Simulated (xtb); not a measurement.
O₄Ru, triplet, geometry from GFN2-xTB (such geometries of metal compounds can be far from the true shape) (the multiplicity is a formal guess); xtb 6.7.1 with GFN2-xTB with ALPB(acetone).

Input for xtb:
```
$ xtb mol.xyz --gfn 2 --uhf 2 --alpb acetone --json

# file mol.xyz
5

Ru     0.01430486    -0.02340224    -0.12950598
O      1.17675629     0.70822560    -0.92296003
O      0.49309506    -0.54979544     1.45089418
O     -0.98119096    -1.02816347    -0.84754838
O     -0.76733713     0.99844565     1.03189713
```

Task: Predict the main parts of the log of this xtb run.

Result: 
```
   ID    Z sym.   atoms
    1   44 Ru     1
    2    8 O      2-5

           -------------------------------------------------
          |                Calculation Setup                |
           -------------------------------------------------

           -------------------------------------------------
          |                 G F N 2 - x T B                 |
           -------------------------------------------------

      * Solvation model:               ALPB
        Solvent                        acetone
        Parameter file                 internal GFN2-xTB/ALPB
        Dielectric constant                2.0700E+01
        Reference state                gsolv [1 M gas/solution]
        Free energy shift                  5.9241E-03 Eh       3.7175E+00 kcal/mol
        Temperature                        2.9815E+02 K
        Density                            7.9000E-01 kg/L
        Solvent mass                       5.8080E+01 g/mol
        Interaction kernel             P16
        Born radius scaling (c1)           1.8274E+00
        Born radii integrator          GBOBC
        Born offset                        0.0000E+00 a0       0.0000E+00 AA
        H-bond correction              true
        Ion screening                  false
        Surface tension                    1.0000E-05 Eh       1.5569E+01 dyn/cm
        Grid points                               230 per atom

          ...................................................
          :                      SETUP                      :
          :.................................................:
          :  # basis functions                  26          :
          :  # atomic orbitals                  25          :
          :  # shells                           11          :
          :  # electrons                        32          :
          :  max. iterations                   250          :
          :  Hamiltonian                  GFN2-xTB          :
          :  restarted?                      false          :
          :  GBSA solvation                   true          :
          :  PC potential                    false          :
          :  electronic temp.          300.0000000     K    :
          :  accuracy                    1.0000000          :
          :  -> integral cutoff          0.2500000E+02      :
          :  -> integral neglect         0.1000000E-07      :
          :  -> SCF convergence          0.1000000E-05 Eh   :
          :  -> wf. convergence          0.1000000E-03 e    :
          :  Broyden damping             0.4000000          :
          :  net charge                          0          :
          :  unpaired electrons                  2          :
          ...................................................

 iter      E             dE          RMSdq      gap      omega  full diag
   1    -18.4983162 -0.184983E+02  0.122E+01    1.39       0.0  T
   2    -17.9216051  0.576711E+00  0.174E+01    1.11       1.0  T
   3    -19.1693094 -0.124770E+01  0.390E+00    1.49       1.0  T
   4    -19.1716901 -0.238061E-02  0.277E+00    1.70       1.0  T
   5    -19.1774410 -0.575096E-02  0.128E+00    1.62       1.0  T
   6    -19.1785386 -0.109757E-02  0.613E-01    1.63       1.0  T
   7    -19.1795789 -0.104031E-02  0.249E-01    1.59       1.0  T
   8    -19.1796580 -0.791195E-04  0.813E-02    1.60       1.0  T
   9    -19.1796617 -0.370630E-05  0.881E-03    1.60       5.1  T
  10    -19.1796617 -0.682186E-08  0.662E-03    1.60       6.8  T
  11    -19.1796618 -0.910848E-07  0.957E-04    1.60      46.7  T
  12    -19.1796618 -0.179487E-08  0.321E-04    1.60     139.1  T

   *** convergence criteria satisfied after 12 iterations ***

 transition dipole moment (au) for excitation:          16          17
     X       Y       Z
  -0.4724   0.5803  -0.1571  total (au/Debye):    0.765   1.943
 dE (eV)             :    0.378
 oscillator strength :  0.76547E-02

         :::::::::::::::::::::::::::::::::::::::::::::::::::::
         ::                     SUMMARY                     ::
         :::::::::::::::::::::::::::::::::::::::::::::::::::::
         :: total energy             -19.119271711715 Eh    ::
         :: total w/o Gsasa/hb       -19.111331425926 Eh    ::
         :: gradient norm              0.001675296853 Eh/a0 ::
         :: HOMO-LUMO gap              1.604422769246 eV    ::
         ::.................................................::
         :: SCC energy               -19.179661500235 Eh    ::
         :: -> isotropic ES            0.096583286525 Eh    ::
         :: -> anisotropic ES         -0.002005322352 Eh    ::
         :: -> anisotropic XC         -0.003197992880 Eh    ::
         :: -> dispersion             -0.003132227222 Eh    ::
         :: -> Gsolv                  -0.009607309936 Eh    ::
         ::    -> Gelec               -0.001667024147 Eh    ::
         ::    -> Gsasa               -0.013864427053 Eh    ::
         ::    -> Ghb                  0.000000000000 Eh    ::
         ::    -> Gshift               0.005924141264 Eh    ::
         :: repulsion energy           0.060389788520 Eh    ::
         :: add. restraining           0.000000000000 Eh    ::
         :: total charge              -0.000000000000 e     ::
         :::::::::::::::::::::::::::::::::::::::::::::::::::::

           -------------------------------------------------
          |                Property Printout                |
           -------------------------------------------------

    * Orbital Energies and Occupations

         #    Occupation            Energy/Eh            Energy/eV
      -------------------------------------------------------------
         1        2.0000           -0.8032535             -21.8576
       ...           ...                  ...                  ...
         5        2.0000           -0.6350018             -17.2793
         6        2.0000           -0.6348110             -17.2741
         7        2.0000           -0.6278064             -17.0835
         8        2.0000           -0.6211210             -16.9016
         9        2.0000           -0.6194746             -16.8568
        10        2.0000           -0.6020270             -16.3820
        11        2.0000           -0.5791316             -15.7590
        12        2.0000           -0.5781359             -15.7319
        13        2.0000           -0.5693012             -15.4915
        14        2.0000           -0.5540270             -15.0758
        15        2.0000           -0.5417334             -14.7413
        16        1.0000           -0.4993160             -13.5871
        17        1.0000           -0.4854285             -13.2092 (HOMO)
        18                         -0.4264671             -11.6048 (LUMO)
        19                         -0.3474985              -9.4559
        20                         -0.3315475              -9.0219
        21                         -0.3261570              -8.8752
        22                          0.1633849               4.4459
        23                          0.1790547               4.8723
        24                          0.4155035              11.3064
        25                          0.5739063              15.6168
      -------------------------------------------------------------
                  HL-Gap            0.0589615 Eh            1.6044 eV
             Fermi-level           -0.4882362 Eh          -13.2856 eV

     #   Z          covCN         q      C6AA      α(0)
     1  44 Ru       3.233     0.683   280.625    35.485
     2   8 O        0.809    -0.180    17.766     5.650
     3   8 O        0.819    -0.161    17.456     5.601
     4   8 O        0.809    -0.180    17.766     5.650
     5   8 O        0.819    -0.161    17.456     5.601

 Mol. C6AA /au·bohr⁶  :       1087.360460
 Mol. C8AA /au·bohr⁸  :      57923.198812
 Mol. α(0) /au        :         57.986465

Wiberg/Mayer (AO) data.
largest (>0.10) Wiberg bond orders for each atom

 ---------------------------------------------------------------------------
     #   Z sym  total        # sym  WBO       # sym  WBO       # sym  WBO
 ---------------------------------------------------------------------------
     1  44 Ru   7.305 --     2 O    2.082     4 O    2.082     5 O    1.571
                             3 O    1.571
     2   8 O    2.656 --     1 Ru   2.082     4 O    0.203     3 O    0.186
                             5 O    0.186
     3   8 O    2.280 --     1 Ru   1.571     5 O    0.338     2 O    0.186
                             4 O    0.186
     4   8 O    2.656 --     1 Ru   2.082     2 O    0.203     3 O    0.186
                             5 O    0.186
     5   8 O    2.280 --     1 Ru   1.571     3 O    0.338     2 O    0.186
                             4 O    0.186
 ---------------------------------------------------------------------------

Topologies differ in total number of bonds
Writing topology from bond orders to xtbtopo.mol

molecular dipole:
                 x           y           z       tot (Debye)
 q only:        0.035      -0.058      -0.319
   full:        0.067      -0.109      -0.603       1.566
molecular quadrupole (traceless):
                xx          xy          yy          xz          yz          zz
 q only:        0.281      -0.887       0.642       0.305      -0.400      -0.923
  q+dip:        0.654      -0.242       0.731       0.281      -0.429      -1.384
   full:        0.608      -0.857       0.945       0.410      -0.573      -1.553

           -------------------------------------------------
          | TOTAL ENERGY              -19.119271711715 Eh   |
          | GRADIENT NORM               0.001675296853 Eh/α |
          | HOMO-LUMO GAP               1.604422769246 eV   |
           -------------------------------------------------

normal termination of xtb
```
